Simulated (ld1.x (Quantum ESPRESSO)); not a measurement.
The numbers below are computed, except where a source is named.
**Potentials for oxygen compared**

Generated with ld1.x 7.5 (TM, RRKJ, ultrasoft, PAW), atompaw 4.2 or ONCVPSP 4.0.1. The cutoff is in Ry: for ld1.x and atompaw files where the sum of valence levels is converged to 10 mRy in a Bessel basis, for ONCV files where the hardest occupied wave has 1 mHa per electron of residual kinetic energy. The error is the largest all-electron minus pseudo excitation energy over each file’s own four to seven test configurations (ionisations up to +4, promotions, holes and added fractions of an electron), all of which were solved. The labels leave out finer settings (local radius, basis sizes, second energies), which also bear on the numbers. Spin-polarised tests are not counted. The rows are a selection from randomly drawn settings: files with unsolved tests, undetermined cutoffs or missed reference levels are left out.

```csv
potential,cutoff (Ry),largest error (meV),bound ghosts
"RRKJ, PBE, scalar-relativistic, rc 0.85/1.60 (sp), local smoothed, core correction no, reference 2s2 2p2",110,+1866,none
"TM, LDA (PZ), scalar-relativistic, rc 0.80/1.15 (sp), local smoothed, core correction no, reference 2s2 2p3.5",100,+1029,none
"TM, BLYP, scalar-relativistic, rc 0.70/0.95/1.00 (spd), local smoothed, core correction yes, reference 2s2 2p3.5",140,+494,none
"TM, LDA (PZ), scalar-relativistic, rc 0.70/1.65/1.30 (spd), local p, core correction no, reference 2s1.5 2p4.5",80,+1181,none
"PAW, BP86, non-relativistic, rc 0.90/1.95 (sp), local smoothed, core correction yes, reference 2s1.75 2p4.25",18,-79,none
"ultrasoft, PBE, non-relativistic, rc 0.65/2.00 (sp), local smoothed, core correction no, reference 2s2 2p4",80,-1767,none
"RRKJ, LDA (PZ), scalar-relativistic, rc 0.80/1.15/0.90 (spd), local s, core correction yes, reference 2s2 2p3.75",90,+1109,none
"TM, LDA (PZ), non-relativistic, rc 0.95/1.35 (sp), local p, core correction no, reference 2s1.5 2p4.5",80,+1857,none
```

(1) Fill in the row for O: ultrasoft, LDA (PZ), non-relativistic, rc 0.90/1.75/1.80 (spd), local smoothed, core correction no, reference 2s2 2p4.

Results:

(1) cutoff 25 Ry, largest error +355 meV, bound ghosts: none.
